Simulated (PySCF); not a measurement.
**Spectroscopy problems**

PySCF 2.14.0 with density-fitted response routines calculation with coordinates at the PBE0-D3(BJ)/def2-SVP level, σ from GIAO-PBE0/pcSseg-1 and spin–spin couplings from B3LYP/pcJ-1; fast rotation and ring inversion assumed for equivalent nuclei, no solvent, no relativistic terms, one conformer.

Chemical shifts δ = σref − σ; $^{1}$H (σ = 31.27 ppm), $^{13}$C (σ = 184.41 ppm) vs TMS, all at this level. Multiplet labels drop J under 1 Hz and among equivalent protons, and merge close values. Unscaled 3J(H,H) run several per cent high. Where no couplings were computed, multiplicities follow the n + 1 count of equivalent neighbours, and m marks all less simple cases (inequivalent or close neighbours, rings, F or P nearby). Couplings to H on boron are left out. Carbons bonded to boron are broad in practice. Shifts are as computed. Against solution values, carbons near 30 ppm lie about +2 ppm off and those near 130 ppm about +5 ppm. Of 1309 compounds with measured shifts, 239 miss one by over three times the rms of a fit or turn the order of signals round; such compounds aren't used in these exercises.

Q: C$_{2}$H$_{3}$B. $^{1}$H NMR (500 MHz, computed): δ 6.82 (br, 2H), 5.92 (t, J = 2.7 Hz, 1H). $^{13}$C{$^{1}$H} NMR (computed): δ 148.9 (CH), 98.9 (C). Give a structure.

A: SMILES C(B)#C. 2 carbon signals for 2 carbons: no two carbons are equivalent. Carbon types of the structure: 1 × C, 1 × CH, leaving 2 H on heteroatoms. δC 148.9: terminal alkyne carbon. δC 98.9: alkyne carbon; the triple bond shields along its axis, which puts it between sp3 and sp2 carbons. δH 6.82: hydrogen on a boron bonded to C. δH 5.92: hydrogen on a terminal alkyne carbon.

Q: C$_{7}$H$_{12}$SSi. $^{1}$H NMR (400 MHz, computed): δ 6.12 (m, 2H), 5.98 (d, 1H), 5.47 (m, 2H), 5.41 (m, 2H), 4.91 (m, 1H), 4.61 (s, 3H), 3.38 (m, 1H). $^{13}$C{$^{1}$H} NMR (computed): δ 148.7 (CH), 135.5 (CH), 132.7 (CH), 123.9 (CH2), 53.4 (CH). What is it?

A: SMILES C=CC(C=C)/C=C/S[SiH3]. Rings plus π bonds: 3. 5 carbon signals for 7 carbons: some carbons are equivalent by symmetry or fast rotation. Carbon types of the structure: 5 × CH, 2 × CH2, leaving 3 H on heteroatoms. δC 148.7, 135.5, 132.7: alkene CH; as expected for a trigonal carbon in a double bond. δC 123.9: terminal =CH2 carbon; as expected for a trigonal carbon in a double bond. δC 53.4: allylic sp3 CH; saturated and bonded to C and H only. δH 5.47, 5.41: hydrogen on a terminal =CH2 carbon; attached to an sp2 carbon and in the plane of the double bond.

The shifts were computed for this structure.
